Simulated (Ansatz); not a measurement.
Conformers of C2HF5O (`FC(F)OC(F)(F)F`), each relaxed with PBE0-D4/def2-TZVP in Ansatz. CBS adds the triple-zeta coupled-cluster correction to the MP2 limit.

Not all of them had a frequency check.

Conformer A:

Cartesian coordinates in Å:
```
F 0.386 0.068 -1.716
C -0.564 -0.496 -0.960
F -0.225 -1.779 -0.776
O -0.706 0.154 0.248
C 0.393 0.522 0.971
F 1.329 -0.418 0.999
F 0.939 1.633 0.494
F -0.021 0.754 2.203
H -1.530 -0.439 -1.462
```

Conformer B:

Z-matrix (Å, degrees):
```
C
F 1 1.331
O 1 1.386 2 106.8
F 1 1.337 2 108.1 3 -117.4
H 1 1.093 2 110.3 3 122.8
C 3 1.355 1 116.8 2 143.3
F 6 1.335 3 111.7 1 -62.9
F 6 1.332 3 112.1 1 57.3
F 6 1.315 3 107.7 1 177.5
```

Which is lowest in electronic energy at CCSD(T)/CBS (frozen core, def2 sets), and by how much? (Estimate.)

Computed: B; A lies 4.8 kJ/mol higher.

Give the energies relative to B (kJ/mol) with HF/def2-TZVPP, SCS-MP2/def2-TZVPP, CCSD/def2-TZVPP, MP2/def2-QZVPP, SCS-MP2/def2-QZVPP, MP2/CBS(def2), CCSD/CBS(def2). (Estimate.)

Ansatz gave: 
| level | A |
| --- | --- |
| HF/def2-TZVPP | 4.6 |
| SCS-MP2/def2-TZVPP | 5.1 |
| CCSD/def2-TZVPP | 5.0 |
| MP2/def2-QZVPP | 5.1 |
| SCS-MP2/def2-QZVPP | 5.0 |
| MP2/CBS(def2) | 5.0 |
| CCSD/CBS(def2) | 4.9 |
